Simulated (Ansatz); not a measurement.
# Relative stability

Two relaxed structures of BNH3Te (charge +1), singlet (PBE0-D4/def2-TZVP; forces vanish, vibrations not checked).

A:

```
6
angstrom
B 0.9132 -0.2428 0.4269
N 0.0767 0.7014 0.0099
Te 2.2464 -1.6419 1.0922
H 1.1911 -2.8085 0.5499
H 0.1093 1.1000 -0.9235
H -0.6592 1.0888 0.5924
```

B:

```xyz
6
angstrom
B -0.5629 -0.6365 -0.2442
N 0.2823 0.5531 0.1134
Te 1.1662 -1.3699 0.6101
H -1.6189 -0.7940 -0.7424
H 0.7281 1.0943 -0.6253
H 0.0051 1.1530 0.8884
```

Program: Ansatz 0.2.0. Basis: def2-TZVPP. Cores are frozen in the correlated methods. Filled d shells of the heavier atoms are correlated. Core potentials replace the inner electrons of the atoms past krypton. The def2 sets are not built for correlating such inner shells, so the correlated values are less sure here. B3LYP uses VWN-RPA correlation.

(1) Which structure is lower at CCSD(T), and by how much? (An estimate is asked for; the value comes from the calculation.)

T1 diagnostic: at most 0.021.

## Answers

(1) The calculation gives: A, by 84.1 kJ/mol (electronic energy, against the other). By their contacts, A is BNH₃Te ([NH2][B][TeH]), total charge +1 and B is BNH₃Te ([BH]1[NH2][Te]1), total charge +1.

All methods give the same order:

| method | E(B) − E(A) (kJ/mol) |
| --- | --- |
| PBE-D4 | 80.7 |
| r2SCAN-D4 | 87.9 |
| PBE0-D4 | 84.0 |
| B3LYP-D4 | 89.7 |
| wB97M-V | 86.9 |
| HF | 104.1 |
| MP2 | 82.6 |
| CCSD | 87.7 |
| CCSD(T) | 84.1 |

Labels in which every atom is bracketed show which atoms are joined, not bond orders.

For scale, one of the runs: CCSD(T)/def2-TZVPP, 154 basis functions, launched by `ansatz run in.yaml --threads 2 --pin off --events-out ev --progress --plain --max-ram 4352MiB`. Time: 34 s of wall clock on 2 CPU threads of an Arm Neoverse V1; the host was shared. Peak host memory: 1.2 GiB.
